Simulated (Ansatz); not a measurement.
Reaction (hydrogenolysis of the Si–C bond): `O[SiH2]/C=C\[SiH](O)F` + H₂ → `O[SiH2]F` + `C=C[SiH2]O`

Program: Ansatz. Geometries: PBE0-D4/def2-TZVP. ΔE: electronic, gas phase. CCSD(T)/CBS is the MP2 limit (def2-TZVPP, def2-QZVPP) plus CCSD(T) − MP2 in def2-TZVPP, frozen cores. This one scheme is used for every species. DFT in def2-TZVPP. One conformer a species, not always the lowest.

CCSD(T)/CBS gives -0.03 eV.

Problem. Another level gave -0.11 eV. Which?
A. PBE0/def2-TZVPP
B. r2SCAN-D4/def2-TZVPP
C. MP2/def2-TZVPP
D. PBE/def2-TZVPP

Solution. A. PBE0 -0.11, PBE -0.06, r2SCAN-D4 0.05, MP2/def2-TZVPP -0.01 eV.

Largest T1 diagnostic among the species: 0.012.

In def2-TZVPP, CCSD(T) changes the Hartree–Fock value by +0.38 eV (the triples alone add +0.08 eV) and MP2 by +0.42 eV. The D4 term adds +0.23 eV with B3LYP and +0.13 eV with PBE0; it sums over pairs of atoms, weighted by their polarisabilities, and B3LYP, whose exchange is more repulsive, gets the larger term. From PBE to PBE0 (25 % exact exchange), in def2-TZVPP and without D4, ΔE moves by −0.05 eV.

B3LYP here is the variant with VWN-RPA as its local correlation; programs differ in this.
